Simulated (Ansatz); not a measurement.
Program: Ansatz. Geometries: PBE0-D4/def2-TZVP. ΔE: electronic, gas phase. CCSD(T)/CBS is the MP2 limit (def2-TZVPP, def2-QZVPP) plus CCSD(T) − MP2 in def2-TZVPP, frozen cores. This one scheme is used for every species. Functionals use def2-TZVPP. def2 core potentials past Kr. For Sn outer-core shells are correlated without core-valence functions, which leaves a few kJ/mol of doubt a bond. One conformer a species, not always the lowest.

Reaction (cleavage of the Sn–Si bond): `[SiH3][SnH2][CH2]Cl` + H–F → `[F][SnH2][CH2]Cl` + SiH₄

`[SiH3][SnH2][CH2]Cl`:

Z-matrix (Å, degrees):
```
Si
Sn 1 2.560
H 1 1.487 2 109.3
H 1 1.487 2 110.0 3 -119.4
H 1 1.484 2 110.3 3 120.3
C 2 2.165 1 107.8 3 -47.8
H 2 1.709 1 112.5 3 -166.0
H 2 1.714 1 112.6 3 71.0
Cl 6 1.783 2 110.1 1 -46.1
H 6 1.088 2 110.9 1 72.9
H 6 1.089 2 111.4 1 -165.4
```

H–F:

Cartesian coordinates in Å:
```
F -0.381 0.002 -0.257
H 0.381 -0.002 0.257
```

`[F][SnH2][CH2]Cl`:

Cartesian coordinates in Å:
```
F -0.058 2.092 -1.184
Sn -0.795 0.608 -0.193
C 0.896 -0.652 0.198
Cl 0.324 -2.068 1.120
H -1.442 1.287 1.225
H -1.921 -0.121 -1.238
H 1.646 -0.138 0.796
H 1.350 -1.008 -0.724
```

SiH₄:

```xyz
5

Si    0.000    0.000    0.000
H    -0.941   -0.065   -1.146
H     0.763   -1.270    0.086
H    -0.764    0.205    1.256
H     0.942    1.131   -0.197
```

| level | ΔE (kcal/mol) |
| --- | --- |
| ωB97X-V | -9.7 |
| PBE | -7.2 |
| SCS-MP2/def2-TZVPP | -8.7 |
| MP2/CBS(def2) | -5.7 |

(1) What does CCSD(T)/CBS give? (Estimate.)

Largest T1 diagnostic among the species: 0.012.

Answers

(1) Computed: -6.5 kcal/mol. The listed levels differ from it by -3.2, -0.7, -2.2, 0.8 kcal/mol.

The D4 term adds +2.4 kcal/mol with B3LYP and +1.4 kcal/mol with PBE0; it sums over pairs of atoms, weighted by their polarisabilities, and B3LYP, whose exchange is more repulsive, gets the larger term. In def2-TZVPP, CCSD(T) changes the Hartree–Fock value by +7.4 kcal/mol (the triples alone add +0.6 kcal/mol) and MP2 by +8.2 kcal/mol. From PBE to PBE0 (25 % exact exchange), in def2-TZVPP and without D4, ΔE moves by +1.1 kcal/mol.

B3LYP here is the variant with VWN-RPA as its local correlation; programs differ in this.
